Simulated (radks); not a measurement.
Results of a calculation; reference values are marked as such.
Species: neutral barium. Configuration: [Xe] 6s2. Code: a radial shooting solver on a logarithmic mesh with Libxc functionals. Model: non-relativistic Kohn-Sham, LDA (Slater exchange, Perdew-Wang correlation), spin-polarised, spherical densities, point nucleus; relativity is left out, which matters for an element this heavy.

Unscreened Slater integrals over Kohn-Sham orbitals (cm^-1). They are taken over the spin-up orbitals.

integral    value
F0(6s,6s)   40566
F0(6s,5p)   50789
G1(6s,5p)  3416.4
F0(6s,5s)   51393
G0(6s,5s)  1992.7
F0(6s,4d)   53727
G2(6s,4d)  1187.5
F0(5p,5p)  102000
F2(5p,5p)   54808
F0(5p,5s)  108150
G1(5p,5s)   73453
F0(5p,4d)  128110
F2(5p,4d)   35580
G1(5p,4d)   10020
G3(5p,4d)  9739.4
F0(5s,5s)  115800
F0(5s,4d)  142560
G2(5s,4d)   14301
F0(4d,4d)  248300
F2(4d,4d)  126330
F4(4d,4d)   84340
